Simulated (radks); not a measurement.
Task: Radial electron density D(r) = 4 pi r^2 rho(r) of an atom or ion with 44 electrons. All-electron calculation, scalar-relativistic Kohn-Sham, r2SCAN, spin-polarised, spherical densities, finite nucleus; meta-GGA in the generalised Kohn-Sham scheme; Fermi nuclear charge, rms radius of each element as measured or else 0.836 A^(1/3) + 0.57 fm. Program: a radial shooting solver on a logarithmic mesh with Libxc functionals.

r (bohr)  D(r) (e/bohr)   spin D(r)
0.001395          2.243  -0.0000285
0.001585          2.802  -0.0000356
0.001816          3.540  -0.0000449
0.002064          4.398  -0.0000558
0.002365          5.520  -0.0000699
0.002688          6.810  -0.0000861
0.003079          8.474   -0.000107
0.0035            10.36   -0.000131
0.004009          12.75   -0.000160
0.004557          15.40   -0.000193
0.005221          18.68   -0.000234
0.005934          22.22   -0.000277
0.006744          26.19   -0.000325
0.007726          30.83   -0.000381
0.008781          35.53   -0.000437
0.01006           40.71   -0.000499
0.01143           45.57   -0.000556
0.0131            50.43   -0.000613
0.01489           54.43   -0.000661
0.01706           57.72   -0.000702
0.01939           59.63   -0.000727
0.02221           60.22   -0.000732
0.02525           59.41   -0.000703
0.02892           57.39   -0.000601
0.03287           54.95   -0.000359
0.03736           52.74    0.000178
0.0428            51.64     0.00141
0.04865           52.57     0.00375
0.05574           56.06     0.00856
0.06335           61.39      0.0168
0.07258           68.02      0.0319
0.08249           73.40      0.0548
0.0945            76.15      0.0918
0.1074            74.72       0.141
0.1231            69.03       0.210
0.1399            61.47       0.288
0.159             54.55       0.372
0.1821            50.80       0.450
0.207             51.86       0.495
0.2371            56.43       0.487
0.2695            60.48       0.416
0.3088            60.48       0.279
0.3509            54.58       0.128
0.4021            43.32     0.00661
0.457             31.51    -0.00126
0.5236            21.75       0.163
0.595             17.22       0.489
0.6817            16.75       0.972
0.7748            18.07        1.45
0.8806            18.67        1.80
1.009             17.27        1.94
1.147             14.28        1.83
1.314             10.37        1.52
1.493             6.917        1.14
1.711             4.067       0.743
1.944             2.247       0.438
2.228             1.079       0.216
2.532            0.4835      0.0958
2.9              0.1788      0.0336
3.297           0.05973      0.0103
3.777           0.01521     0.00227
4.293          0.003365    0.000417

What is the nuclear charge?

Result: Z = 47. The innermost maximum, from 1s, lies near gamma/Z bohr with gamma = sqrt(1 - (Z/c)^2) = 0.939, here 0.02 bohr (found: 0.0219), and its height grows with Z. The density is that of the silver ion Ag3+ in [Kr] 4d8; the configuration itself is not fixed sharply by these data, and Z only to a few units. D(r) has 4 maxima, at r = 0.0219, 0.0960, 0.290, 0.867 bohr, and minima at 0.0431, 0.188, 0.645 bohr, inside which lie 2.01, 11.14, 28.96 electrons.
